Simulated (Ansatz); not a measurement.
Gas-phase electronic energies from Ansatz, PBE0-D4/def2-TZVP geometries. CBS: MP2 limit from def2 TZ/QZ plus the TZ coupled-cluster correction, frozen cores. This one scheme is used for every species. DFT in def2-TZVPP. For Se outer-core shells are correlated without core-valence functions, which leaves a few kJ/mol of doubt a bond. Scalar relativity is left out up to krypton. One conformer a species, not always the lowest.

`Cl[Si](Cl)(Cl)[SeH]` + `C[SiH3]` → `[SiH3]C[SeH]` + `Cl[SiH](Cl)Cl`  (formal exchange of groups at the Se–Si bond)

Problem. Is it downhill or uphill in electronic energy at CCSD(T)/CBS, and by how much? (An estimate is asked.)

Solution. Ansatz gave: Uphill: ΔE = +107.9 kJ/mol.

Problem. What do these levels give: revPBE-D4, BHLYP, CAM-B3LYP, CCSD(T)/def2-SVP, HF/def2-TZVPP, MP2/CBS(def2)? (Estimate.)

Solution. The calculation gave: revPBE-D4 112.9, BHLYP 104.4, CAM-B3LYP 104.1, CCSD(T)/def2-SVP 104.9, HF/def2-TZVPP 99.6, MP2/CBS(def2) 114.4 kJ/mol.

Largest T1 diagnostic among the species: 0.010.

At CCSD(T), def2-SVP lies −3.1 kJ/mol from the extrapolated value and def2-TZVPP −5.9 kJ/mol. Leaving LDA and LC-ωPBE aside and taking each functional with its dispersion term where it has one, the values, not all of them listed here, spread over 9.1 kJ/mol, from B2PLYP to B97M-V.
